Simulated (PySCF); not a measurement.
PySCF input file for CH3BiBr2, SMILES [CH3][Bi]([Br])[Br], PBE-D3(BJ)/def2-SVP. Geometry optimised at PBE-D3(BJ)/def2-SVP. The structure was generated by enumeration; whether it is a known compound was not checked. The def2 effective core potentials stand for the cores of Bi; spin–orbit coupling is left out.

```python
import numpy as np
from pyscf import gto, scf, dft, df
from pyscf.hessian import thermo

mol = gto.M(
    atom='''
    Bi    0.31726611    0.64624582   -0.00000000
    Br   -0.12828173   -0.95954583    2.05765049
    Br   -0.12828173   -0.95954583   -2.05765048
    C    -1.81942220    1.46424680    0.00000000
    H    -1.96620658    2.07369095    0.91240837
    H    -2.50441960    0.59694209    0.00000000
    H    -1.96620659    2.07369095   -0.91240837
    ''',
    basis='def2-SVP',
    ecp={'Bi': 'def2-svp'},
    charge=0,
    spin=0,
    max_memory=1600,
    verbose=3,
)
mf = dft.RKS(mol, xc='pbe').density_fit(auxbasis='def2-universal-jkfit')
mf.disp = 'd3bj'
mf.grids.level = 3
mf.conv_tol = 1e-11
mf.max_cycle = 100
mf.kernel()

# [left out here: the lines that compute and print the analytic Hessian (its translational invariance restored by hand, since the grid's response is missing), thermochemistry and intensities]
```

It prints:

```
converged SCF energy = -5401.494866549

WARN: DFTD3 does not support analytical Hessian, using finite difference


WARN: Mole.unit (angstrom) is changed to Bohr

Mode                                 0                   1                   2
Irrep
Freq [cm^-1]                       60.0313             77.4423            115.2788
Reduced mass [au]                  57.2266              1.0498              2.8413
Force const [Dyne/A]                0.1215              0.0037              0.0222
Char temp [K]                      86.3717            111.4223            165.8605
Normal mode                   x     y     z       x     y     z       x     y     z
       0  Bi                 0.00  0.03  0.00    0.00  0.00 -0.00   -0.00 -0.00 -0.01
       1  Br                -0.01 -0.04 -0.06   -0.00  0.01 -0.00   -0.02  0.01 -0.01
       2  Br                -0.01 -0.04  0.06    0.00 -0.01  0.00    0.02 -0.01 -0.01
       3   C                 0.01  0.04 -0.00   -0.00 -0.00  0.05    0.00  0.00  0.21
       4   H                 0.01  0.04 -0.00   -0.14 -0.47  0.34    0.16  0.06  0.20
       5   H                 0.00  0.04  0.00    0.00 -0.00 -0.50   -0.00  0.00  0.40
       6   H                 0.01  0.04  0.00    0.14  0.47  0.34   -0.16 -0.06  0.20
Mode                                 3                   4                   5
Irrep
Freq [cm^-1]                      115.7904            209.4279            212.5111
Reduced mass [au]                   3.8108             91.6060             87.5514
Force const [Dyne/A]                0.0301              2.3672              2.3296
Char temp [K]                     166.5966            301.3202            305.7562
Normal mode                   x     y     z       x     y     z       x     y     z
       0  Bi                 0.02  0.01 -0.00    0.00  0.00 -0.04    0.01  0.03  0.00
       1  Br                -0.03  0.01 -0.01   -0.01 -0.04  0.05   -0.01 -0.04  0.05
       2  Br                -0.03  0.01  0.01    0.01  0.04  0.05   -0.01 -0.04 -0.05
       3   C                -0.05 -0.19  0.00    0.00  0.00 -0.00    0.00 -0.00 -0.00
       4   H                -0.13 -0.22  0.00    0.02 -0.01  0.01   -0.01 -0.00  0.00
       5   H                 0.07 -0.29  0.00    0.00  0.00  0.00    0.02 -0.01 -0.00
       6   H                -0.13 -0.22 -0.00   -0.02  0.01  0.01   -0.01 -0.00 -0.00
Mode                                 6                   7                   8
Irrep
Freq [cm^-1]                      452.0083            707.5239            712.8491
Reduced mass [au]                   4.1957              1.1671              1.1756
Force const [Dyne/A]                0.5051              0.3442              0.3520
Char temp [K]                     650.3392           1017.9694           1025.6311
Normal mode                   x     y     z       x     y     z       x     y     z
       0  Bi                 0.02 -0.01 -0.00   -0.00 -0.00  0.00   -0.00 -0.00 -0.00
       1  Br                -0.00 -0.00  0.00    0.00 -0.00  0.00   -0.00  0.00 -0.00
       2  Br                -0.00 -0.00 -0.00    0.00 -0.00 -0.00    0.00 -0.00 -0.00
       3   C                -0.23  0.09 -0.00    0.05  0.10 -0.00    0.00  0.00  0.11
       4   H                -0.25  0.08  0.00   -0.38 -0.07  0.04   -0.56  0.25 -0.15
       5   H                -0.18  0.05 -0.00    0.63 -0.37  0.00    0.00 -0.00 -0.22
       6   H                -0.25  0.08 -0.00   -0.38 -0.07 -0.04    0.56 -0.25 -0.15
Mode                                 9                  10                  11
Irrep
Freq [cm^-1]                     1129.3748           1361.9336           1369.6006
Reduced mass [au]                   1.1903              1.0600              1.0599
Force const [Dyne/A]                0.8945              1.1585              1.1714
Char temp [K]                    1624.9188           1959.5192           1970.5503
Normal mode                   x     y     z       x     y     z       x     y     z
       0  Bi                -0.00  0.00  0.00    0.00  0.00 -0.00    0.00  0.00 -0.00
       1  Br                 0.00  0.00 -0.00   -0.00 -0.00 -0.00   -0.00  0.00 -0.00
       2  Br                 0.00  0.00  0.00   -0.00 -0.00  0.00    0.00 -0.00 -0.00
       3   C                -0.11  0.04 -0.00    0.02  0.06  0.00    0.00  0.00 -0.07
       4   H                 0.50 -0.08  0.15   -0.04 -0.53  0.37   -0.36 -0.27  0.07
       5   H                 0.40 -0.34  0.00   -0.22  0.23 -0.00   -0.00  0.00  0.72
       6   H                 0.50 -0.08 -0.15   -0.04 -0.53 -0.37    0.36  0.27  0.07
Mode                                12                  13                  14
Irrep
Freq [cm^-1]                     2986.7480           3112.2596           3128.1260
Reduced mass [au]                   1.0278              1.1072              1.1067
Force const [Dyne/A]                5.4020              6.3190              6.3806
Char temp [K]                    4297.2654           4477.8487           4500.6769
Normal mode                   x     y     z       x     y     z       x     y     z
       0  Bi                -0.00  0.00  0.00    0.00 -0.00  0.00    0.00 -0.00 -0.00
       1  Br                -0.00  0.00 -0.00   -0.00  0.00 -0.00   -0.00  0.00  0.00
       2  Br                -0.00  0.00  0.00    0.00 -0.00 -0.00   -0.00  0.00 -0.00
       3   C                 0.04 -0.02 -0.00   -0.00 -0.00  0.09   -0.03 -0.08 -0.00
       4   H                -0.06  0.33  0.50    0.08 -0.37 -0.55   -0.05  0.18  0.28
       5   H                -0.30 -0.41  0.00    0.00  0.00  0.02    0.50  0.64 -0.00
       6   H                -0.06  0.33 -0.50   -0.08  0.37 -0.55   -0.05  0.18 -0.28
temperature 298.1500 [K]
pressure 101325.00 [Pa]
Rotational constants [GHz] 1.46105 0.67128 0.53219
Symmetry number 1
Zero-point energy (ZPE) 0.03588 [Eh]   94211.338 [J/mol]
                           tot       elec      trans        rot        vib
Entropy [J/mol/K]       396.772      0.000    182.955    128.865     84.952
Cv [J/mol/K]             87.406      0.000     12.472     12.472     62.463
Cp [J/mol/K]             95.721      0.000     20.786     12.472     62.463
Internal energy [J/mol]                      3718.434   3718.434 106313.707
Internal energy [Eh]   -5401.45154  -5401.49487
Enthalpy [J/mol]                             6197.391   3718.434 106313.707
Enthalpy [Eh]          -5401.45060
Gibbs free energy [J/mol]                  -48350.539 -34702.698  80985.295
Gibbs free energy [Eh] -5401.49565
mode   freq/cm-1   IR/(km/mol)
   1       60.03         0.730
   2       77.44         0.024
   3      115.28         0.002
   4      115.79         0.622
   5      209.43        29.181
   6      212.51         9.315
   7      452.01        16.542
   8      707.52         6.556
   9      712.85         9.894
  10     1129.37         1.569
  11     1361.93         6.832
  12     1369.60         6.085
  13     2986.75         1.411
  14     3112.26         0.803
  15     3128.13         0.733
max |gradient| / (hartree/bohr): 7.934769828568265e-05
APT charges: [ 1.1392 -0.477  -0.477  -0.2079  0.0019  0.0189  0.0019]
```

Self-consistency was reached.

Cost: roughly 2.7 core-minutes.
